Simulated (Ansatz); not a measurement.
Geometry optimisation, RKS B3LYP-D4/def2-SVP (Ansatz 0.2.0).

The input (input.yaml):

```yaml
crystal:
  periodic: [false, false, false]
  atoms:
    - { symbol: W, position_ang: [0.0, 0.0, 0.0] }
    - { symbol: H, position_ang: [0.8322, 0.0, 1.7303] }
    - { symbol: F, position_ang: [1.8273, 0.0, 0.9293] }
    - { symbol: H, position_ang: [0.0, 1.72, 0.0] }
    - { symbol: H, position_ang: [-1.72, 0.0, 0.0] }
    - { symbol: F, position_ang: [0.0, -1.85, 0.0] }
    - { symbol: F, position_ang: [0.0, 0.0, -1.85] }
basis:
  gaussian: { orbitals: def2-SVP }
hamiltonian:
  xc: b3lyp
  dispersion: d4
relax:
  f_tol: 0.15
  max_steps: 25
  restrain:
    - { distance: [1, 2], at: 2.12, k: 30.0 }
    - { distance: [0, 1], at: 1.72, k: 30.0 }
    - { distance: [0, 2], at: 1.85, k: 30.0 }
```

Command:

```bash
$ ansatz run input.yaml --threads 1 --pin off --max-ram 2048MiB --backend cpu --events-out ev --progress --plain --runs-dir out
```

Task: Where does it end, and by what steps?

Result: The forces met the threshold. The restraints hold the end off the free minimum; the threshold counts their pulls, which the force column leaves out. Restrained pairs: H2–F3 (1.28 → 2.14 Å), W1–H2 (1.92 → 1.70 Å), W1–F3 (2.05 → 1.86 Å). After 7 steps the energy has fallen by 4.945 eV (the restraints' own energy left out); H2 moved furthest, 0.81 Å.

```tsv
step	energy less start (eV)	largest force component (eV/Å)	accepted
0	0.0000	3.438	yes
1	-1.4982	4.491	yes
2	-2.6863	2.105	yes
3	-3.7447	1.512	yes
4	-4.5383	0.869	yes
5	-4.9142	0.668	yes
6	-4.9428	0.719	yes
7	-4.9454	0.750	yes
```

```xyz
7
Properties=species:S:1:pos:R:3
W 0.362 -0.244 -0.122
H 0.083 0.205 1.493
F 2.028 0.146 0.606
H -0.090 1.343 0.183
H -1.239 0.054 0.268
F -0.224 -1.988 0.255
F 0.019 0.353 -1.872
```

The run took 49 s on 1 thread of Arm Neoverse V1 (shared host), peak memory 0.18 GiB.
